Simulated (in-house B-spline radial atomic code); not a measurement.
## How G0W0 and RPA depend on the start: neutral chromium

Configuration [Ar] 3d5 4s1, highest spin. Computed with an all-electron radial atomic-structure program (B-spline basis): all electrons, scalar-relativistic (spin-free one-electron X2C), finite nucleus, each spin shell either full or empty, empty states to l = 9 with an (l + 1/2)⁻⁴ tail; G0W0 by contour deformation at full frequency.

RPA overbinds a lone outer s electron by self-correlation, and G0W0 tends to as well.

```json
{"start": "Hartree-Fock", "mean-field 4s up (eV)": "-6.157", "G0W0 (eV)": "-6.941", "QP weight": "0.955", "RPA correlation (Eh)": "-1.4219"}
{"start": "PBE0", "mean-field 4s up (eV)": "-4.955", "G0W0 (eV)": "-7.320", "QP weight": "0.880", "RPA correlation (Eh)": "-1.5695"}
{"start": "HSE06", "mean-field 4s up (eV)": "-4.616", "G0W0 (eV)": "-7.277", "QP weight": "0.836", "RPA correlation (Eh)": "-1.5788"}
{"start": "B3LYP (VWN-RPA)", "mean-field 4s up (eV)": "-4.824", "G0W0 (eV)": "-7.344", "QP weight": "0.865", "RPA correlation (Eh)": "-1.5839"}
{"start": "BHandHLYP", "mean-field 4s up (eV)": "-5.245", "G0W0 (eV)": "-7.178", "QP weight": "0.919", "RPA correlation (Eh)": "-1.5153"}
{"start": "CAM-B3LYP", "mean-field 4s up (eV)": "-5.858", "G0W0 (eV)": "?", "QP weight": "?", "RPA correlation (Eh)": "?"}
{"start": "LC-wPBE", "mean-field 4s up (eV)": "-6.835", "G0W0 (eV)": "?", "QP weight": "?", "RPA correlation (Eh)": "?"}
{"start": "wB97X", "mean-field 4s up (eV)": "-6.387", "G0W0 (eV)": "-7.294", "QP weight": "0.947", "RPA correlation (Eh)": "-1.5272"}
{"start": "r2SCAN0", "mean-field 4s up (eV)": "-5.180", "G0W0 (eV)": "-7.332", "QP weight": "0.905", "RPA correlation (Eh)": "-1.548"}
```

What G0W0 level, weight and RPA correlation energy follow from the CAM-B3LYP start?

G0W0 level -7.362 eV, weight 0.930, RPA correlation -1.5473 hartree.

What G0W0 level, weight and RPA correlation energy follow from the LC-wPBE start?

G0W0 level -7.368 eV, weight 0.951, RPA correlation -1.5339 hartree.

How much of the dependence on the start does G0W0 remove?

The mean-field levels span 2.22 eV and the G0W0 levels 0.427 eV. Against 6.767 eV (NIST, measured) the G0W0 removal energies are off by +0.17 to +0.60 eV, with spin-orbit coupling, Breit and QED terms left out.
